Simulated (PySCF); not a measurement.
## From computed data to an observable: chemical shift, span and skew from a shielding tensor

C3H9Ga, SMILES [CH3][Ga]([CH3])[CH3]. Atoms are numbered in the order given.

```xyz
13

Ga    -0.0003     0.0002     0.0004
C     -1.3598    -1.4203    -0.1548
H     -1.3901    -1.8007    -1.1907
H     -2.3651    -1.0160     0.0538
H     -1.1832    -2.2735     0.5177
C     -0.1808     1.6576    -1.0534
H      0.7248     1.8285    -1.6604
H     -0.2662     2.5262    -0.3774
H     -1.0530     1.6597    -1.7246
C      1.5411    -0.2376     1.2076
H      2.2216     0.6271     1.2277
H      2.1231    -1.1265     0.9080
H      1.1949    -0.4299     2.2378
```
Charge 0, spin multiplicity 1.

Coordinates come from a r2SCAN-D4/def2-SVP optimisation. The isomer is the one that the SMILES or the coordinates give; other isomers of the formula were not compared.

GIAO shieldings from PBE0/pcSseg-1 in PySCF, non-relativistic, no solvent. The symmetric part of the tensor of C2 has the principal values 167.9, 192.3, 194.3 ppm. The same nucleus in TMS has σ = 186.3 ppm at this level (PySCF, at its B3LYP-D3(BJ)/def2-TZVP geometry).

**Question.** Work out the isotropic shielding, the ¹³C shift against TMS, the span and the skew.

**Answer.** 
σ(iso) = (σ11 + σ22 + σ33)/3 = 184.8 ppm. δ = σ(ref) − σ(iso) = 186.3 − (184.8) = 1.5 ppm.
Span Ω = σ33 − σ11 = 26.4 ppm. Skew κ = 3(σ(iso) − σ22)/Ω = -0.85. Tumbling in solution averages the tensor to δ; in a static solid the shielding alone would spread this spin-1/2 line over Ω.
